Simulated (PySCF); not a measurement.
Cl, charge -1, singlet (in this run its highest filled SCF level lies above zero, so its values depend strongly on the basis, on diffuse functions most of all). Base run: PBE/3-21G run with PySCF.

PySCF was given this input:
```python
from pyscf import gto, scf, dft

mol = gto.M(
    atom='''
Cl    0.000000    0.000000    0.000000
''',
    basis='3-21g',
    charge=-1,
    spin=0,
    verbose=4,
)

mf = dft.RKS(mol)
mf.xc = 'pbe'
mf.kernel()
```

The base run was repeated with changes; each row names its change, and settings that it needs were set with it.

| change | E (Eh) | HOMO (eV) | HOMO-LUMO gap (eV) |
|---|---|---|---|
| base | -457.84191 | 1.84 | 18.52 |
| functional = camb3lyp | -458.05470 | -0.98 | 24.04 |
| functional = pw91,pw91 | -458.01722 | 1.81 | 18.48 |
| functional = wb97m_v | -458.02160 | -1.91 | 25.82 |
| functional = b3lyp | -458.05709 | 0.72 | 20.67 |
| functional = b97m_v | -457.91697 | 1.34 | 20.81 |
| functional = r2scan | -457.98945 | 1.33 | 19.66 |
| functional = blyp | -458.02369 | 2.11 | 18.36 |
| functional = pbe0 | -457.89154 | 0.31 | 21.39 |
| functional = hf | -457.35359 | -3.13 | 29.88 |
| functional = hse06 | -457.91005 | 0.73 | 20.54 |
| functional = blyp; dispersion = d4 | -458.02369 | 2.11 | 18.36 |
| functional = pbe0; dispersion = d3bjm | -457.89154 | 0.31 | 21.39 |

Absolute energies of different levels of theory aren't comparable as measures of quality.
